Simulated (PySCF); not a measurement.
SMILES [OH][Al]([OH])/[CH]=[CH]/[Al]([OH])[OH], PBE0/def2-SVP optimised geometry.

```
14

Al     0.50    -2.31     0.00
O      2.21    -2.31     0.00
O     -0.44    -3.72     0.00
C     -0.36    -0.57     0.00
C      0.36     0.57     0.00
Al    -0.50     2.31     0.01
O     -2.21     2.31     0.00
O      0.44     3.72     0.01
H      2.81    -3.05     0.00
H     -0.16    -4.64     0.00
H     -1.46    -0.49     0.00
H      1.45     0.49     0.01
H     -2.81     3.05     0.00
H      0.17     4.64     0.01
```

Density from PBE0/def2-TZVP (PySCF) at that geometry.

Minimum of the electron density along straight lines between bonded atoms, close to the bond critical point (lines longer than 1.1 times the sum of covalent radii, or with two minima, are not listed):

```json
[
 {"bond": "Al1–O2", "length / Å": "1.702", "ρ at the minimum / e bohr⁻³": "0.107", "∇²ρ there / e bohr⁻⁵": "0.79", "position (fraction from the first atom)": "0.43"},
 {"bond": "Al1–O3", "length / Å": "1.701", "ρ at the minimum / e bohr⁻³": "0.107", "∇²ρ there / e bohr⁻⁵": "0.79", "position (fraction from the first atom)": "0.43"},
 {"bond": "Al1–C4", "length / Å": "1.938", "ρ at the minimum / e bohr⁻³": "0.090", "∇²ρ there / e bohr⁻⁵": "0.28", "position (fraction from the first atom)": "0.40"},
 {"bond": "C4–C5", "length / Å": "1.355", "ρ at the minimum / e bohr⁻³": "0.334", "∇²ρ there / e bohr⁻⁵": "-0.97", "position (fraction from the first atom)": "0.50"},
 {"bond": "C5–Al6", "length / Å": "1.938", "ρ at the minimum / e bohr⁻³": "0.090", "∇²ρ there / e bohr⁻⁵": "0.28", "position (fraction from the first atom)": "0.60"},
 {"bond": "Al6–O7", "length / Å": "1.702", "ρ at the minimum / e bohr⁻³": "0.107", "∇²ρ there / e bohr⁻⁵": "0.79", "position (fraction from the first atom)": "0.43"},
 {"bond": "Al6–O8", "length / Å": "1.702", "ρ at the minimum / e bohr⁻³": "0.107", "∇²ρ there / e bohr⁻⁵": "0.79", "position (fraction from the first atom)": "0.43"},
 {"bond": "O2–H9", "length / Å": "0.956", "ρ at the minimum / e bohr⁻³": "0.360", "∇²ρ there / e bohr⁻⁵": "-2.46", "position (fraction from the first atom)": "0.81"},
 {"bond": "O3–H10", "length / Å": "0.957", "ρ at the minimum / e bohr⁻³": "0.359", "∇²ρ there / e bohr⁻⁵": "-2.46", "position (fraction from the first atom)": "0.81"},
 {"bond": "C4–H11", "length / Å": "1.101", "ρ at the minimum / e bohr⁻³": "0.274", "∇²ρ there / e bohr⁻⁵": "-0.93", "position (fraction from the first atom)": "0.65"},
 {"bond": "C5–H12", "length / Å": "1.101", "ρ at the minimum / e bohr⁻³": "0.274", "∇²ρ there / e bohr⁻⁵": "-0.93", "position (fraction from the first atom)": "0.65"},
 {"bond": "O7–H13", "length / Å": "0.956", "ρ at the minimum / e bohr⁻³": "0.360", "∇²ρ there / e bohr⁻⁵": "-2.46", "position (fraction from the first atom)": "0.81"},
 {"bond": "O8–H14", "length / Å": "0.957", "ρ at the minimum / e bohr⁻³": "0.359", "∇²ρ there / e bohr⁻⁵": "-2.46", "position (fraction from the first atom)": "0.81"}
]
```
